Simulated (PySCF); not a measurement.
**Stationary points of TiOF**

All numbers come from PySCF, PBE0, basis Ti def2-TZVP, O def2-TZVP, F def2-TZVP (no relativity, density fitting).

Relaxations began from a few typed shapes; open shells are unrestricted. The search is not exhaustive: other isomers or separated fragments can lie lower, and high-lying points may rest on an excited occupation.

Question: Which is the lowest minimum found?
A. doublet Cs: Ti–F 1.832 Å, Ti–O 1.614 Å; F–Ti–O 125.0°
B. doublet C∞v: Ti–F 1.903 Å, Ti–O 1.635 Å; F–Ti–O 180.0°

Answer: A. The others lie at 23.1 (doublet C∞v, a saddle point) kJ/mol above it.

Formally Ti is in oxidation state +3, d1, with 1 unpaired electron. The Mulliken spin on Ti is 1.10. The polar-tensor charge on Ti, 1.86, is below the formal one.

For the lowest minimum: other spin states or occupations of the open shell can lie lower.

The electron or spin density has lower symmetry than the nuclear frame for the doublet C∞v at 23.1 kJ/mol.
